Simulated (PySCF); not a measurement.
Compound: C5H8O2Se.
Z-matrix (Å and degrees, PBE0-D3(BJ)/def2-SVP geometry), rows numbered from 1:
```
C 
C   1  1.3358
O   2  1.3732  1  127.73
C   3  1.3594  2  125.64  1     1.80
C   4  1.4988  3  109.23  2   179.83
O   4  1.1964  3  124.78  2    -0.14
Se  2  1.9060  1  127.33  3  -179.83
C   7  1.9325  2   98.85  1    -0.87
H   1  1.0874  2  121.01  3    -0.36
H   1  1.0893  2  119.60  3   179.76
H   5  1.0997  4  109.84  3    58.69
H   5  1.0953  4  109.43  3   179.87
H   5  1.0997  4  109.83  3   -58.98
H   8  1.0985  7  110.85  2    62.48
H   8  1.0985  7  110.68  2   -60.58
H   8  1.0983  7  106.14  2  -178.99
```

Computed with PySCF at CAM-B3LYP/def2-SVPD, non-relativistic, on one gas-phase PBE0-D3(BJ)/def2-SVP geometry that isn't relaxed in the solvent. The solvent is an IEF-PCM continuum (van der Waals radii × 1.2), and excitations are vertical TDDFT with non-equilibrium linear response and a frozen core. The model holds no explicit solvent molecules, cavitation or dispersion. Spin–orbit coupling is left out although an atom past zinc is present.

Gas-phase singlets (H = HOMO, L = LUMO):

| state | E (eV) | λ (nm) | f | leading configurations |
| --- | --- | --- | --- | --- |
| S1 | 4.752 | 261 | 0.000 | H→L+1 76%, H→L+5 10% |
| S2 | 5.483 | 226 | 0.106 | H→L 94% |
| S3 | 5.666 | 219 | 0.001 | H-2→L 81%, H-2→L+4 8% |
| S4 | 5.776 | 215 | 0.024 | H→L+2 78%, H→L+5 12% |
| S5 | 5.969 | 208 | 0.000 | H→L+3 75%, H→L+5 10% |

Question: How does the list change in tetrahydrofuran (ε = 7.426)?

Answer: 
```tsv
state	E (eV)	λ (nm)	f	leading configurations	change by rank (eV)
S1	4.848	256	0.000	H→L+1 78%, H→L+5 9%	+0.096
S2	5.429	228	0.160	H→L 92%	-0.054
S3	5.755	215	0.001	H-2→L 80%, H-2→L+4 9%	+0.089
S4	5.786	214	0.036	H→L+2 85%, H→L+5 9%	+0.010
S5	6.071	204	0.000	H→L+3 79%, H→L+5 9%	+0.102
```

Question: What are the lowest 5 singlets in methanol (ε = 32.61)?

Answer: 
```json
{"state": "S1", "E (eV)": "4.875", "λ (nm)": "254", "f": "0.000", "leading configurations": "H→L+1 78%, H→L+8 8%", "change by rank (eV)": "+0.123"}
{"state": "S2", "E (eV)": "5.442", "λ (nm)": "228", "f": "0.153", "leading configurations": "H→L 92%", "change by rank (eV)": "-0.041"}
{"state": "S3", "E (eV)": "5.774", "λ (nm)": "215", "f": "0.001", "leading configurations": "H-2→L 80%, H-2→L+4 9%", "change by rank (eV)": "+0.108"}
{"state": "S4", "E (eV)": "5.797", "λ (nm)": "214", "f": "0.036", "leading configurations": "H→L+2 85%", "change by rank (eV)": "+0.021"}
{"state": "S5", "E (eV)": "6.098", "λ (nm)": "203", "f": "0.000", "leading configurations": "H→L+3 79%, H→L+5 9%", "change by rank (eV)": "+0.129"}
```

Question: The ground-state energy changes by -0.256 eV from gas to methanol. By how much does the total energy of gas-phase S1 change?

Answer: E(S1) = E(S0) + excitation energy, so it changes by -0.256 + 0.123 = -0.133 eV: it is lowered less than the ground state, which is what a blue shift means. This is the vertical state, with the slow part of the continuum still set for S0.

Question: How do the frontier levels move from gas to methanol?

Answer: 
```tsv
orbital	gas (eV)	solvent (eV)	change (eV)
LUMO+2	1.05	1.08	+0.03
LUMO+1	0.72	0.88	+0.16
LUMO	0.63	0.58	-0.05
HOMO	-7.46	-7.54	-0.08
HOMO-1	-9.36	-9.43	-0.07
HOMO-2	-9.66	-9.77	-0.11
HOMO-3	-10.62	-10.60	+0.02
```

The HOMO–LUMO gap goes from 8.09 to 8.12 eV.

Hardware: an Arm Neoverse V2 with one thread (shared host). Cost: 63 s, 1.3 GiB resident at most. This is the whole response run at CAM-B3LYP/def2-SVPD in methanol, SCF included.
